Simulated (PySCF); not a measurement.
The vertical singlet excitations below were computed for one of the candidates. Theory: TDDFT PBE0/def2-SVPD, vertical, gas phase, core orbitals frozen in the response (PySCF). Geometries: GFN2-xTB, one conformer each.

```csv
state,E (eV),f,"main configurations (H = HOMO, L = LUMO)"
S1,6.90,0.0038,H→L (96%)
S2,7.32,0.020,H→L+1 (96%)
S3,7.69,0.011,H-2→L (93%)
S4,7.78,0.048,"H→L+2 (74%), H→L+3 (10%)"
S5,7.82,0.0084,H-1→L (84%)
S6,7.93,0.014,"H→L+3 (40%), H→L+4 (32%), H→L+5 (18%)"
S7,7.99,0.0083,"H→L+3 (40%), H→L+5 (20%), H-1→L+1 (14%)"
S8,8.03,0.0065,"H-1→L+1 (68%), H→L+5 (16%)"
```

Triplets computed (Tamm–Dancoff): 6.67, 7.13, 7.29 eV.

**Question.** Which candidate is it?
A. `Cl[SiH2]CC1CC1`
B. `[SiH3]O[C@H]1C[SiH2]1`
C. `C1[C@@H](/C=N\[H])[SiH2]1`

**Answer.** A. Its S1, at 6.90 eV, is the highest among the candidates; the nearest of the others has S1 at 5.49 eV. S1 is HOMO→LUMO (96%). Löwdin shares by element: HOMO carbon 57% or more, silicon 11% (atoms not listed hold the other 32%); LUMO silicon 31%, chlorine 29%, hydrogen 22% or more (atoms not listed hold the other 18%). At the same level the other candidates give, for their lowest levels:
- `[SiH3]O[C@H]1C[SiH2]1`: 5.49 eV (f 0.019); 5.82 eV (f 0.154); 6.05 eV (f 0.012); 6.40 eV (f 0.074); 6.67 eV (f 0.003); T1 4.46 eV; HOMO -6.52, LUMO 0.03 eV
- `[H]/N=C\[C@@H]1C[SiH2]1`: 5.02 eV (f 0.017); 5.78 eV (f 0.270); 6.03 eV (f 0.033); 6.24 eV (f 0.022); 6.44 eV (f 0.016); T1 4.10 eV; HOMO -6.86, LUMO -0.53 eV

Shape of the structure used: `[Cl:1][SiH2:2][CH2:3][CH:4]1[CH2:5][CH2:6]1`: Cl1–Si2–C3–C4 62°, Si2–C3–C4–C5 82°.
